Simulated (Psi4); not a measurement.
Calculation: SAPT0/jun-cc-pVDZ, frozen core run with Psi4.

Psi4 input:

```
molecule {
0 1
C 1.26460340 -0.26115168 0.02294653
C 0.00685609 0.54845576 -0.28151488
C -1.26969673 -0.14584305 0.18597575
H 1.36713932 -0.43683212 1.09673208
H 1.23079835 -1.23702828 -0.46787834
H 2.16544371 0.25242088 -0.31820448
H 0.08217656 1.53078450 0.19422951
H -0.05384560 0.73585557 -1.35770005
H -2.15666822 0.44868994 -0.04087293
H -1.24989565 -0.31710349 1.26517081
H -1.38691122 -1.11824801 -0.29888399
--
0 1
F -0.43597506 -4.81797961 2.71142524
Si -0.61560100 -3.44318449 1.98006451
F -2.13841982 -3.07533927 1.92398835
F 0.16247697 -2.32932260 2.76204718
F -0.05003712 -3.55120045 0.52217636
units angstrom
symmetry c1
no_reorient
no_com
}
set basis jun-cc-pvdz
set scf_type df
set freeze_core true
energy('sapt0')
```

Part of the output:

```
    SAPT Results
  --------------------------------------------------------------------------------------------------------
    Electrostatics                 -1.85106399 [mEh]      -1.16156019 [kcal/mol]      -4.85996785 [kJ/mol]
      Elst10,r                     -1.85106399 [mEh]      -1.16156019 [kcal/mol]      -4.85996785 [kJ/mol]

    Exchange                        4.04099011 [mEh]       2.53575957 [kcal/mol]      10.60961806 [kJ/mol]
      Exch10                        4.04099011 [mEh]       2.53575957 [kcal/mol]      10.60961806 [kJ/mol]
      Exch10(S^2)                   4.03633955 [mEh]       2.53284131 [kcal/mol]      10.59740802 [kJ/mol]

    Induction                      -0.31203404 [mEh]      -0.19580432 [kcal/mol]      -0.81924526 [kJ/mol]
      Ind20,r                      -1.76818586 [mEh]      -1.10955338 [kcal/mol]      -4.64237133 [kJ/mol]
      Exch-Ind20,r                  1.54839901 [mEh]       0.97163505 [kcal/mol]       4.06532104 [kJ/mol]
      delta HF,r (2)               -0.09224719 [mEh]      -0.05788599 [kcal/mol]      -0.24219497 [kJ/mol]

    Dispersion                     -2.48345321 [mEh]      -1.55839042 [kcal/mol]      -6.52030551 [kJ/mol]
      Disp20                       -2.72559857 [mEh]      -1.71033892 [kcal/mol]      -7.15605805 [kJ/mol]
      Exch-Disp20                   0.24214535 [mEh]       0.15194850 [kcal/mol]       0.63575254 [kJ/mol]
      Disp20 (SS)                  -1.36279928 [mEh]      -0.85516946 [kcal/mol]      -3.57802903 [kJ/mol]
      Disp20 (OS)                  -1.36279928 [mEh]      -0.85516946 [kcal/mol]      -3.57802903 [kJ/mol]
      Exch-Disp20 (SS)              0.14031889 [mEh]       0.08805143 [kcal/mol]       0.36840719 [kJ/mol]
      Exch-Disp20 (OS)              0.10182646 [mEh]       0.06389707 [kcal/mol]       0.26734535 [kJ/mol]

  Total HF                          1.87789207 [mEh]       1.17839507 [kcal/mol]       4.93040495 [kJ/mol]
  Total SAPT0                      -0.60556114 [mEh]      -0.37999535 [kcal/mol]      -1.58990056 [kJ/mol]
```
